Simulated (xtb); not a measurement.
H₃Cl₃HfOSi, charge -1, doublet, from a rough starting geometry (GFN-xTB shapes and energies of metal compounds can be far from the true ones) (the multiplicity is a formal guess); GFN2-xTB run with xtb.

The xtb input:
```
$ xtb mol.xyz --gfn 2 --chrg -1 --uhf 1 --opt vtight --json

# file mol.xyz
9

Hf     0.33171781     0.62010877     1.27626373
Cl     2.10279874     1.67063577     2.14359368
Cl    -0.78126514    -0.21865965     3.08309751
Cl    -1.05270193     2.27337724     0.38762595
O      0.63462448    -0.57823215    -0.04864063
Si    -0.18461164    -0.84162788    -1.44917079
H     -1.57441978    -1.30703769    -1.03625343
H      0.59662617    -1.90418369    -2.11718973
H     -0.18551188     0.36349883    -2.21425981
```

What the program printed (banner, timings and long lists left out):

```
   ID    Z sym.   atoms
    1   72 Hf     1
    2   17 Cl     2-4
    3    8 O      5
    4   14 Si     6
    5    1 H      7-9

           -------------------------------------------------
          |                Calculation Setup                |
           -------------------------------------------------

           -------------------------------------------------
          |                 G F N 2 - x T B                 |
           -------------------------------------------------

          ...................................................
          :                      SETUP                      :
          :.................................................:
          :  # basis functions                  57          :
          :  # atomic orbitals                  52          :
          :  # shells                           20          :
          :  # electrons                        39          :
          :  max. iterations                   250          :
          :  Hamiltonian                  GFN2-xTB          :
          :  restarted?                      false          :
          :  GBSA solvation                  false          :
          :  PC potential                    false          :
          :  electronic temp.          300.0000000     K    :
          :  accuracy                    1.0000000          :
          :  -> integral cutoff          0.2500000E+02      :
          :  -> integral neglect         0.1000000E-07      :
          :  -> SCF convergence          0.1000000E-05 Eh   :
          :  -> wf. convergence          0.1000000E-03 e    :
          :  Broyden damping             0.4000000          :
          :  net charge                         -1          :
          :  unpaired electrons                  1          :
          ...................................................

 iter      E             dE          RMSdq      gap      omega  full diag
   1    -13.4340139 -0.134340E+02  0.260E+01    0.01       0.0  T
   2      6.6714365  0.201055E+02  0.419E+01    0.16       1.0  T
   3    -20.2142691 -0.268857E+02  0.169E+01    0.04       1.0  T
   4    -22.3431593 -0.212889E+01  0.101E+01    0.17       1.0  T
   5    -22.8386875 -0.495528E+00  0.684E+00    0.02       1.0  T
   6    -22.9088050 -0.701175E-01  0.582E+00    0.02       1.0  T
   7    -22.9675541 -0.587491E-01  0.364E+00    0.03       1.0  T
   8    -23.0211794 -0.536253E-01  0.179E+00    0.04       1.0  T
   9    -23.0244406 -0.326118E-02  0.172E+00    0.04       1.0  T
  10    -23.0290306 -0.458997E-02  0.151E+00    0.04       1.0  T
  11    -23.0340611 -0.503051E-02  0.105E+00    0.05       1.0  T
  12    -23.0337635  0.297540E-03  0.106E+00    0.05       1.0  T
  13    -23.0354954 -0.173191E-02  0.856E-01    0.05       1.0  T
  14    -23.0392674 -0.377198E-02  0.312E-01    0.06       1.0  T
  15    -23.0392168  0.506400E-04  0.260E-01    0.06       1.0  T
  16    -23.0392707 -0.539730E-04  0.763E-02    0.06       1.0  T
  17    -23.0392628  0.795499E-05  0.100E-01    0.05       1.0  T
  18    -23.0392782 -0.154377E-04  0.653E-02    0.05       1.0  T
  19    -23.0392754  0.286092E-05  0.354E-02    0.05       1.0  T
  20    -23.0392784 -0.303198E-05  0.126E-02    0.05       2.6  T
  21    -23.0392787 -0.257504E-06  0.739E-03    0.05       4.5  T
  22    -23.0392786  0.498473E-07  0.556E-03    0.05       6.0  T
  23    -23.0392787 -0.108017E-06  0.743E-04    0.05      44.9  T
  24    -23.0392787 -0.810562E-09  0.740E-04    0.05      45.0  T

   *** convergence criteria satisfied after 24 iterations ***

         :::::::::::::::::::::::::::::::::::::::::::::::::::::
         ::                     SUMMARY                     ::
         :::::::::::::::::::::::::::::::::::::::::::::::::::::
         :: total energy             -22.973541196607 Eh    ::
         :: gradient norm              0.077711397203 Eh/a0 ::
         :: HOMO-LUMO gap              0.054782864275 eV    ::
[...]
 * total energy  :   -22.9838546 Eh     change       -0.2050807E-05 Eh
 * total energy  :   -22.9838558 Eh     change       -0.1194705E-05 Eh
 * total energy  :   -22.9838583 Eh     change       -0.2546903E-05 Eh
 * total energy  :   -22.9838615 Eh     change       -0.3184925E-05 Eh
 * total energy  :   -22.9838627 Eh     change       -0.1228012E-05 Eh
 * total energy  :   -22.9838633 Eh     change       -0.5433890E-06 Eh
 * total energy  :   -22.9838636 Eh     change       -0.3707273E-06 Eh
 * total energy  :   -22.9838640 Eh     change       -0.3573690E-06 Eh
 * total energy  :   -22.9838644 Eh     change       -0.4517875E-06 Eh
 * total energy  :   -22.9838647 Eh     change       -0.2369291E-06 Eh
 * total energy  :   -22.9838648 Eh     change       -0.1488946E-06 Eh
 * total energy  :   -22.9838649 Eh     change       -0.3536751E-07 Eh
   *** GEOMETRY OPTIMIZATION CONVERGED AFTER 41 ITERATIONS ***
         :: total energy             -22.983864865598 Eh    ::
[...]
        17        2.0000           -0.2901949              -7.8966
        18        2.0000           -0.2900536              -7.8928
        19        2.0000           -0.2891851              -7.8691
        20        0.9983           -0.1694119              -4.6099 (HOMO)
        21        0.0017           -0.1572886              -4.2800 (LUMO)
        22        0.0000           -0.1514210              -4.1204
        23                         -0.1461238              -3.9762
        24                         -0.1214379              -3.3045
        25                         -0.0425564              -1.1580
        26                         -0.0282125              -0.7677
        27                         -0.0260989              -0.7102
        28                          0.1192441               3.2448
        29                          0.1275622               3.4711
        30                          0.1443366               3.9276
        31                          0.1805107               4.9119
       ...                                ...                  ...
        52                          1.3424361              36.5295
      -------------------------------------------------------------
                  HL-Gap            0.0121233 Eh            0.3299 eV
             Fermi-level           -0.1963249 Eh           -5.3423 eV

     #   Z          covCN         q      C6AA      α(0)
     1  72 Hf       3.563     0.702   150.670    26.413
     2  17 Cl       0.732    -0.419   112.571    16.229
     3  17 Cl       0.731    -0.433   113.070    16.265
     4  17 Cl       0.731    -0.433   113.070    16.265
     5   8 O        1.468    -0.546    24.102     6.618
     6  14 Si       4.188     0.517    96.255    18.760
     7   1 H        0.911    -0.117     6.214     3.899
     8   1 H        0.916    -0.135     6.966     4.128
     9   1 H        0.916    -0.135     6.956     4.125

 Mol. C6AA /au·bohr⁶  :       4349.161918
 Mol. C8AA /au·bohr⁸  :     256296.301125
 Mol. α(0) /au        :        112.701206

Wiberg/Mayer (AO) data.
largest (>0.10) Wiberg bond orders for each atom

 ---------------------------------------------------------------------------
     #   Z sym  total        # sym  WBO       # sym  WBO       # sym  WBO
 ---------------------------------------------------------------------------
     1  72 Hf   3.322 --     2 Cl   0.837     4 Cl   0.819     3 Cl   0.819
                             5 O    0.696     6 Si   0.109
     2  17 Cl   1.016 --     1 Hf   0.837
     3  17 Cl   0.996 --     1 Hf   0.819
     4  17 Cl   0.996 --     1 Hf   0.819
     5   8 O    2.249 --     6 Si   1.311     1 Hf   0.696
     6  14 Si   4.016 --     5 O    1.311     8 H    0.867     9 H    0.867
                             7 H    0.828     1 Hf   0.109
     7   1 H    0.983 --     6 Si   0.828
     8   1 H    0.981 --     6 Si   0.867
     9   1 H    0.981 --     6 Si   0.867
 ---------------------------------------------------------------------------

Topologies differ in total number of bonds
Writing topology from bond orders to xtbtopo.mol

molecular dipole:
                 x           y           z       tot (Debye)
 q only:       -0.649      -1.568      -2.554
   full:       -0.449      -1.628      -2.716       8.130
molecular quadrupole (traceless):
                xx          xy          yy          xz          yz          zz
 q only:       11.418      -1.014      -3.756      -5.189      -4.736      -7.662
  q+dip:       15.975      -1.866      -5.401      -8.097      -6.582     -10.574
   full:       14.836      -1.956      -5.326      -8.047      -5.755      -9.510

optimized geometry written to: xtbopt.xyz

           -------------------------------------------------
          | TOTAL ENERGY              -22.983864865598 Eh   |
          | GRADIENT NORM               0.000051353901 Eh/α |
          | HOMO-LUMO GAP               0.329891676183 eV   |
           -------------------------------------------------
```
